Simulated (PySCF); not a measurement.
Run record: geometry optimisation, `Br/C1=C\CCCCCC1`.

Method: PBE0-D3(BJ)/def2-SVP geometry optimisation, gas phase (PySCF 2.14.0). Start geometry: GFN2-xTB. A driver script takes a list of jobs; this job's settings line and coordinates (Å) are shown.

Input:
```
{"job": {"xc": "PBE0", "basis": "def2-SVP", "d3": "d3bj", "grid": 2, "kind": "geom"}, "charge": 0, "multiplicity": 1}
Br     0.307013     2.198825    -1.793663
C      0.259327     1.586177     0.024359
C      1.218103     0.820140     0.528374
C      2.106530    -0.060281    -0.266580
C      1.333766    -1.401245    -0.316691
C     -0.144211    -1.273214    -0.729485
C     -1.145856    -0.862107     0.379980
C     -1.868763     0.485474     0.198394
C     -1.067870     1.719116     0.678715
H      1.156645     0.585205     1.583707
H      3.081464    -0.215288     0.196258
H      2.250926     0.321948    -1.277033
H      1.387560    -1.877984     0.664739
H      1.838350    -2.057196    -1.029230
H     -0.448020    -2.254128    -1.101998
H     -0.220712    -0.590366    -1.574934
H     -0.651665    -0.874104     1.352131
H     -1.925235    -1.626211     0.420804
H     -2.115606     0.617094    -0.857345
H     -2.809391     0.457222     0.753141
H     -0.957331     1.688114     1.764298
H     -1.595434     2.632195     0.401209
```

Output:
```
step   0  E = -2885.61586786  max force = 0.014708
step   1  E = -2885.61849625  max force = 0.003110
step   2  E = -2885.61853931  max force = 0.001375
step   3  E = -2885.61856455  max force = 0.001010
step   4  E = -2885.61857935  max force = 0.000534
step   5  E = -2885.61858220  max force = 0.000318
optimisation converged
```

Energies in Eh; «max force» is the largest Cartesian gradient component in Eh/bohr.

Problem. Give the first gradient maximum in eV/Å.

Solution. With 1 Eh/bohr = 51.422 eV/Å, 0.756 eV/Å.

Problem. How much energy does the optimisation release, in eV?

Solution. E(step 0) − E(last step) = 0.002714 Eh, which is 0.074 eV.

Summary of the converged run: final energy -2885.61858 Eh after 5 steps; dipole 1.85 D.

Problem. Where do the atoms end?

Solution. 0.039 Å rms from the input after alignment:
```
atom  x, y, z in Å
Br1    0.5753    1.3592   -1.7977
C2     0.5556    0.8033    0.0271
C3     1.5246    0.0352    0.5356
C4     2.3970   -0.8830   -0.2367
C5     1.6221   -2.2222   -0.2856
C6     0.1381   -2.1226   -0.6832
C7    -0.8888   -1.6906    0.4000
C8    -1.5945   -0.3330    0.2431
C9    -0.7773    0.9007    0.6851
H10    1.4015   -0.2043    1.5999
H11    3.3841   -1.0386    0.2261
H12    2.5573   -0.5008   -1.2561
H13    1.6930   -2.7135    0.7015
H14    2.1380   -2.8948   -0.9915
H15   -0.1557   -3.1240   -1.0368
H16    0.0438   -1.4692   -1.5666
H17   -0.4216   -1.7446    1.3994
H18   -1.6864   -2.4508    0.4243
H19   -1.8896   -0.2002   -0.8119
H20   -2.5338   -0.3475    0.8209
H21   -0.6286    0.8693    1.7779
H22   -1.3161    1.8293    0.4441
```

Hardware: one thread of an Arm Neoverse V1 (shared host). Cost: 2.8 min of wall time, 1.1 GiB resident at most.
Labels such as C1 count atoms from 1, the log's own numbers from 0.
